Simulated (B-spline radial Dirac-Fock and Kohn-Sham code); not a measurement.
# Photoionisation of krypton ions at Ga Kα (9251.7 eV)

These are calculated numbers from a radial B-spline solver; the model is Dirac-Hartree-Slater photoionisation with all multipoles and Dirac-Fock thresholds. Cross sections in kb; a dash marks an empty subshell or a threshold above the photon energy.

| ion | configuration | total | 2s | 2p1/2 | 3s | 3p3/2 | 4p3/2 |
| --- | --- | --- | --- | --- | --- | --- | --- |
| Kr | [Ar] 3d10 4s2 4p6 | 8.800 | 3.40 | 1.47 | 0.552 | 0.377 | 0.0331 |
| Kr⁵⁺ | [Ar] 3d10 4s2 4p1 | 8.798 | 3.40 | 1.47 | 0.554 | 0.379 | 0.00922 |
| Kr⁶⁺ | [Ar] 3d10 4s2 | 8.795 | 3.40 | 1.47 | 0.556 | 0.380 | – |
